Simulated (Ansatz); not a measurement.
Born–Oppenheimer molecular dynamics of BrCl2GeH3O (8 atoms, charge 0, multiplicity 1). It starts at the highest image of a converged band, a first-order saddle point between two minima.

All numbers below come from RKS LDA/def2-SVP in Ansatz 0.2.0.

| Quantity | Value |
| --- | --- |
| ensemble | NVE (velocity Verlet) |
| time step | 0.5 fs |
| steps asked | 200 |
| starting velocities drawn for | 100 K |
| seed | 6872 |

First frame:

```xyz
8
Properties=species:S:1:pos:R:3
Ge 0.209 0.202 0.048
Cl -0.438 0.048 2.438
O 1.764 0.084 -0.785
H 1.820 -0.792 -1.221
Cl -1.270 1.410 -0.914
H -0.345 -1.245 -0.025
Br 1.329 2.240 1.178
H 0.398 1.340 2.288
```

Question: What does the run give?

Answer: All steps were run.

```
steps done                                               : 200
time covered                                             : 100 fs
mean temperature over the second half                    : 226 K
spread of the potential energy over the second half      : 12.5 meV per atom
mean potential energy of the second half above the start : -12.2 meV per atom
```

The conserved energy stayed within 0.08 meV per atom of its start (net change 0.036 meV per atom), so the integration is sound. The kinetic energy rose, since the run started high on the potential surface and went downhill. It ends in pieces (BrClGeH2O + ClH), so much of that is their flight and rotation, not heat. A run of 0.1 ps of so small a system gives no equilibrium averages. The orbitals stay closed-shell, which can raise the energy where a bond breaks towards radicals; this wasn't checked here.

Question: What happens to the structure?

Answer: Between its relaxed ends the band would form Ge1–Br7, Cl2–H8 and break Ge1–Cl2, Br7–H8. These pairs go: Ge1–Br7 2.59 → 2.36 Å, Cl2–H8 1.55 → 1.32 Å, Ge1–Cl2 2.48 → 2.93 Å, Br7–H8 1.70 → 2.14 Å. In the last frame they stand as after the step (other bonds may differ from the relaxed reactants and products). It ends as BrClGeH2O + ClH. Pairs count as bonded within 1.25 times the sum of covalent radii (0.12 Å more for H–H). This is one draw of velocities; another would differ in detail.

Question: How do temperature and energy run in time?

Answer: 
| time (fs) | T (K) | potential energy less start (eV) | conserved less start (meV/atom) |
| --- | --- | --- | --- |
| 0 | 100 | 0.000 | 0.00 |
| 5 | 64 | 0.029 | 0.02 |
| 10 | 36 | 0.050 | 0.03 |
| 15 | 50 | 0.039 | 0.06 |
| 20 | 55 | 0.036 | 0.07 |
| 25 | 35 | 0.051 | 0.07 |
| 30 | 50 | 0.039 | 0.05 |
| 35 | 62 | 0.030 | 0.04 |
| 40 | 64 | 0.028 | 0.01 |
| 45 | 77 | 0.018 | 0.01 |
| 50 | 94 | 0.004 | 0.02 |
| 55 | 99 | 0.001 | 0.02 |
| 60 | 75 | 0.020 | 0.06 |
| 65 | 108 | -0.006 | 0.08 |
| 70 | 160 | -0.046 | 0.07 |
| 75 | 205 | -0.081 | 0.05 |
| 80 | 216 | -0.090 | 0.04 |
| 85 | 289 | -0.146 | 0.00 |
| 90 | 380 | -0.217 | 0.00 |
| 95 | 434 | -0.259 | 0.03 |
| 100 | 496 | -0.307 | 0.04 |

Time of the run: 2.6 min on 4 threads of Arm Neoverse V2 (shared host), peak memory 0.23 GiB.
